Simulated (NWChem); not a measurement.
# AlH3S2; SMILES [SH][AlH][SH]

```xyz
6

Al     0.0000     0.0000    -0.7434
H      0.0000     0.0000    -2.3242
S     -1.8495     0.0000     0.4174
H     -2.6336     0.0000    -0.6842
S      1.8495     0.0000     0.4174
H      2.6336     0.0000    -0.6842
```
Atoms are numbered in this order, from 1.

Computed with NWChem. Structure relaxed at the PBE0/def2-SVP level. Ions are spin-unrestricted doublets at the neutral geometry; other ion states weren't tried.

For level B3LYP/def2-SVP:

vertical ionisation energy, ΔSCF (eV): 9.45
−ε(HOMO) (eV): 7.15

Problem. What are these values for level PBE/def2-SVP?

Solution. The vertical ionisation energy, ΔSCF (eV) comes out as 9.25 and the −ε(HOMO) (eV) is 6.26.
